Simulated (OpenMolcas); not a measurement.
Si: input and output

Input:

```
&GATEWAY
Coord
1

Si 0.0 0.0 0.0
Basis=ANO-RCC
Group=XYZ
NoMove
AngMom=0.0 0.0 0.0
AMFI
&SEWARD
* reference wave functions (RASSCF and RASSI steps not shown): 4 electrons in 8 orbitals (3s 3p 4s 4p)
>>> COPY JOB001 $Project.JobIph
&CASPT2
Multistate=3 1 2 3
Frozen=1 0
IPEA=0.25
Imaginary=0.1
MaxIter=60
WThr=0.0 0.3 0.05
PrWF=0.5
NoMix
>>> COPY JOB002 $Project.JobIph
&CASPT2
Multistate=6 1 2 3 4 5 6
Frozen=1 0
IPEA=0.25
Imaginary=0.1
MaxIter=60
WThr=0.0 0.3 0.05
PrWF=0.5
NoMix
>>> COPY JOB003 $Project.JobIph
&CASPT2
Multistate=1 1
Frozen=1 0
IPEA=0.25
Imaginary=0.1
MaxIter=60
WThr=0.0 0.3 0.05
PrWF=0.5
NoMix
...
```

Launched by
```bash
OMP_NUM_THREADS=1 MOLCAS_MEM=2252 MOLCAS_PROJECT=a pymolcas a.inp > a.log  # once for each step of the input, in one work folder
```

Output, cut to the results:

```
--- CASPT2 ---
Orbital specifications:
      -----------------------

      Symmetry species                           1   2
                                                ag  au
      Frozen orbitals                            1   0
      Inactive orbitals                          1   3
      Active orbitals                            2   6
      Secondary orbitals                        47  40
      Deleted orbitals                           0   0
      Number of basis functions                 51  49
Type of calculation                        MS-CASPT2
      Fock operator                              state-specific
      IPEA shift                                 0.25
      Real shift                                 0.00
      Imaginary shift                            0.10
      The input orbitals will be transformed to quasi-canonical
Reference energy:        -289.4821051017
      E2 (Non-variational):      -0.2030859429
      Shift correction:          -0.0002873226
      E2 (Variational):          -0.2033732654
      Total energy:            -289.6854783671
      Residual norm:              0.0000002421
      Reference weight:           0.95866
      Contributions to the CASPT2 correlation energy
      Active & Virtual Only:         -0.0476536748
      One Inactive Excited:          -0.0259212859
      Two Inactive Excited:          -0.1295109822
Reference energy:        -289.4821051017
      E2 (Non-variational):      -0.2030859609
      Shift correction:          -0.0002873237
      E2 (Variational):          -0.2033732846
      Total energy:            -289.6854783863
      Residual norm:              0.0000002421
      Reference weight:           0.95866
      Contributions to the CASPT2 correlation energy
      Active & Virtual Only:         -0.0476536932
      One Inactive Excited:          -0.0259212856
      Two Inactive Excited:          -0.1295109822
::    CASPT2 Root  1     Total energy:   -289.68547837
::    CASPT2 Root  2     Total energy:   -289.68547839
::    CASPT2 Root  3     Total energy:   -289.68550944
::    MS-CASPT2 Root  1     Total energy:   -289.68550944
::    MS-CASPT2 Root  2     Total energy:   -289.68547839
::    MS-CASPT2 Root  3     Total energy:   -289.68547837
--- CASPT2 ---
Orbital specifications:
      -----------------------

      Symmetry species                           1   2
                                                ag  au
      Frozen orbitals                            1   0
      Inactive orbitals                          1   3
      Active orbitals                            2   6
      Secondary orbitals                        47  40
      Deleted orbitals                           0   0
      Number of basis functions                 51  49
Type of calculation                        MS-CASPT2
      Fock operator                              state-specific
      IPEA shift                                 0.25
      Real shift                                 0.00
      Imaginary shift                            0.10
      The input orbitals will be transformed to quasi-canonical
Reference energy:        -289.4451885215
      E2 (Non-variational):      -0.2127785419
      Shift correction:          -0.0004310087
      E2 (Variational):          -0.2132095506
      Total energy:            -289.6583980720
      Residual norm:              0.0000003401
      Reference weight:           0.94894
      Contributions to the CASPT2 correlation energy
      Active & Virtual Only:         -0.0572628552
      One Inactive Excited:          -0.0258796214
      Two Inactive Excited:          -0.1296360652
Reference energy:        -289.4451885215
      E2 (Non-variational):      -0.2126992937
      Shift correction:          -0.0004278687
      E2 (Variational):          -0.2131271624
      Total energy:            -289.6583156838
      Residual norm:              0.0000003184
      Reference weight:           0.94910
      Contributions to the CASPT2 correlation energy
      Active & Virtual Only:         -0.0571831642
      One Inactive Excited:          -0.0258800912
      Two Inactive Excited:          -0.1296360384
::    CASPT2 Root  1     Total energy:   -289.65839807
::    CASPT2 Root  2     Total energy:   -289.65831568
::    CASPT2 Root  3     Total energy:   -289.65862772
::    CASPT2 Root  4     Total energy:   -289.65840992
::    CASPT2 Root  5     Total energy:   -289.65859488
::    CASPT2 Root  6     Total energy:   -289.62205712
::    MS-CASPT2 Root  1     Total energy:   -289.65868070
::    MS-CASPT2 Root  2     Total energy:   -289.65859321
::    MS-CASPT2 Root  3     Total energy:   -289.65843709
::    MS-CASPT2 Root  4     Total energy:   -289.65836416
::    MS-CASPT2 Root  5     Total energy:   -289.65827318
::    MS-CASPT2 Root  6     Total energy:   -289.62205505
--- CASPT2 ---
Orbital specifications:
      -----------------------

      Symmetry species                           1   2
                                                ag  au
      Frozen orbitals                            1   0
      Inactive orbitals                          1   3
      Active orbitals                            2   6
      Secondary orbitals                        47  40
      Deleted orbitals                           0   0
      Number of basis functions                 51  49
Type of calculation                        SS-CASPT2
      Fock operator                              state-specific
      IPEA shift                                 0.25
      Real shift                                 0.00
      Imaginary shift                            0.10
      The input orbitals will be transformed to quasi-canonical
Reference energy:        -289.3695360762
      E2 (Non-variational):      -0.1726159526
      Shift correction:          -0.0001759916
      E2 (Variational):          -0.1727919442
      Total energy:            -289.5423280204
      Residual norm:              0.0000001760
      Reference weight:           0.97385
...
```

Levels above the lowest, from the spin-orbit matrix with the single-state CASPT2 energies, averaged by term, on its diagonal:

| Configuration | Term | J | E (cm-1) | Measured (cm-1) | Term weight % |
| --- | --- | --- | --- | --- | --- |
| 3s2 3p2 | 3P | 0 | 0.0 | 0.0 | 100 |
| 3s2 3p2 | 3P | 1 | 62.3 | 77.1 | 100 |
| 3s2 3p2 | 3P | 2 | 181 | 223 | 100 |
| 3s2 3p2 | 1D | 2 | 6050 | 6299 | 100 |
| 3s2 3p2 | 1S | 0 | 14050 | 15394 | 100 |
| 3s 3p3 | 5S* | 2 | 31540 | 33326 | 100 |
| 3s 3p3 | 3D* | 1 | 48110 |  | 100 |
| 3s 3p3 | 3D* | 2 | 48130 |  | 100 |
| 3s 3p3 | 3D* | 3 | 48160 | 45322 | 100 |
| 3s 3p3 | 3P* | 0 | 58330 |  | 100 |
| 3s 3p3 | 3P* | 1 | 58350 |  | 100 |
| 3s 3p3 | 3P* | 2 | 58380 |  | 100 |

Against the 6 measured excited levels shown (NIST Handbook of Basic Atomic Spectroscopic Data) the mean absolute deviation is 1000 cm-1; the largest miss in energy is 3s 3p3 3D* 3: computed 48160, measured 45322 cm-1 (+6.3 %), and the largest in proportion 3s2 3p2 3P1 (-19.2 %).

CASPT2 does not keep the components of a term degenerate, so their means are used; among the terms shown or strongly mixed into the levels shown the widest spread is 68 cm-1 (3s2 3p2 1D). Over all roots computed the reference weight is 0.89 to 0.97; the roots of lowest weight are the least certain, and an intruder state may touch them. Active for correlation alone: 4p 4s; no level in the range computed is led by a configuration that fills them, so any true level of that kind is missing. Terms of s pⁿ other than that of highest spin mix with s² pⁿ⁻² d, which this space lacks; all of them can be thousands of cm-1 off, and some have no real level of that name. Measured partners are found by configuration, term and J. A level has none where our copy of the source lacks it or the pairing is in doubt (some pairs that miss far off the trend of their configuration count as doubtful), and it then counts in no deviation. Levels of configurations outside the active space are missing. The first state left out of the spin-orbit step lies near 84000 cm-1 above the lowest spin-free state of the reference (among the parities and spins computed), and the list stops at four fifths of that energy or lower.

The CASPT2 steps took 15 s on 1 thread of Intel(R) Xeon(R) 6975P-C (Granite Rapids) (shared host); the integral step is not counted.

The term weight is that of the spin-free term in the level, not the purity of its configuration. * marks odd parity.
